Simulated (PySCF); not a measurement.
# How the method moves the HOMO and LUMO of `[SiH3]/C=C(/[SiH3])Cl`

Species: C2H7ClSi2.
SMILES with atom numbers: `[SiH3:1]/[CH:2]=[C:3](/[SiH3:4])[Cl:5]` (hydrogens: H6, H7, H8 on Si1; H9 on C2; H10, H11, H12 on Si4)

Structure used (PBE0-D3(BJ)/def2-SVP), in Å, numbered top down from 1:
```
atom  x, y, z in Å
Si1    2.050    1.387    1.129
C2     0.280    0.755    1.050
C3    -0.812    1.533    1.037
Si4   -2.603    0.957    0.958
Cl5   -0.645    3.278    1.100
H6     2.350    2.255   -0.047
H7     2.275    2.164    2.384
H8     2.966    0.208    1.113
H9     0.097   -0.326    1.011
H10   -3.331    1.434    2.169
H11   -2.615   -0.535    0.901
H12   -3.252    1.526   -0.259
```

Basis pcSseg-2 throughout (PySCF), one geometry. Geometry: PBE0-D3(BJ)/def2-SVP; no solvent, vibrations or thermal averaging.

Q: How do the orbital energies, the gap and the dipole change with the method?

A: 
```json
{"method": "B97-2", "kind": "global hybrid", "HOMO (eV)": "-7.54", "LUMO (eV)": "-1.40", "gap (eV)": "6.14", "μ (D)": "1.37", "SCF cycles": "14"}
{"method": "PBE0", "kind": "global hybrid", "HOMO (eV)": "-7.78", "LUMO (eV)": "-1.37", "gap (eV)": "6.41", "μ (D)": "1.37", "SCF cycles": "14"}
{"method": "mPW1PW91", "kind": "global hybrid", "HOMO (eV)": "-7.80", "LUMO (eV)": "-1.38", "gap (eV)": "6.42", "μ (D)": "1.37", "SCF cycles": "14"}
{"method": "BHandHLYP", "kind": "global hybrid", "HOMO (eV)": "-8.74", "LUMO (eV)": "-0.31", "gap (eV)": "8.43", "μ (D)": "1.49", "SCF cycles": "12"}
{"method": "CAM-B3LYP", "kind": "range-separated hybrid", "HOMO (eV)": "-9.05", "LUMO (eV)": "-0.23", "gap (eV)": "8.82", "μ (D)": "1.43", "SCF cycles": "12"}
{"method": "wB97X-D", "kind": "range-separated hybrid", "HOMO (eV)": "-9.59", "LUMO (eV)": "0.40", "gap (eV)": "9.99", "μ (D)": "1.43", "SCF cycles": "13"}
{"method": "LC-wPBE", "kind": "range-separated hybrid", "HOMO (eV)": "-10.42", "LUMO (eV)": "0.83", "gap (eV)": "11.25", "μ (D)": "1.47", "SCF cycles": "14"}
```

The HOMO spans 2.89 eV, from B97-2 down to LC-wPBE, and the gap runs from 6.14 eV (B97-2) to 11.25 eV (LC-wPBE). Over the methods B97-2 (21 %), PBE0 (25 %), mPW1PW91 (25 %), BHandHLYP (50 %), a straight line through the gap against the share of exact exchange rises by 0.80 eV for each 10 % (correlation coefficient 1.000). The dipole ranges from 1.37 D (PBE0) to 1.49 D (BHandHLYP). This basis has no diffuse functions.

The vertical ΔSCF ionisation energy at CAM-B3LYP/def2-SVPD is 9.76 eV; −ε(HOMO) comes closest to it with wB97X-D (9.59 eV).
